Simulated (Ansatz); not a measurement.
One change: `CCNBN` becomes `BNCC`.

Ansatz, PBE0-D4/def2-TZVP geometries, multiplicity 1. Each molecule was computed in one conformer, which needn't be the lowest.

```csv
property,`CCNBN`
LUMO energy (PBE/def2-TZVPP) / eV,0.31
LUMO energy (PBE0/def2-TZVPP) / eV,1.11
HOMO–LUMO gap (ωB97M-V/def2-TZVPP) / eV,11.16
HOMO energy (PBE0/def2-TZVPP) / eV,-6.46
HOMO energy (B3LYP/def2-TZVPP) / eV,-6.24
size of the dipole moment (B3LYP/def2-TZVPP) / D,1.33
```

**Question.** Give the same properties after the change, and the shifts. (Estimate.)

**Answer.** Ansatz gave: 
| property | `BNCC` | shift |
| --- | --- | --- |
| LUMO energy (PBE/def2-TZVPP) / eV | -0.70 | -1.01 |
| LUMO energy (PBE0/def2-TZVPP) / eV | 0.25 | -0.86 |
| HOMO–LUMO gap (ωB97M-V/def2-TZVPP) / eV | 12.21 | 1.05 |
| HOMO energy (PBE0/def2-TZVPP) / eV | -7.86 | -1.40 |
| HOMO energy (B3LYP/def2-TZVPP) / eV | -7.63 | -1.39 |
| size of the dipole moment (B3LYP/def2-TZVPP) / D | 2.11 | 0.78 |

With PBE0 the HOMO falls by 1.40 eV and the LUMO falls by 0.86 eV, so the gap widens by about 0.54 eV. PBE moves the HOMO by -1.46 eV and ωB97M-V by -1.43 eV. Dipoles are sizes alone; their direction can turn.

B3LYP here is the variant with VWN-RPA as its local correlation; programs differ in this.
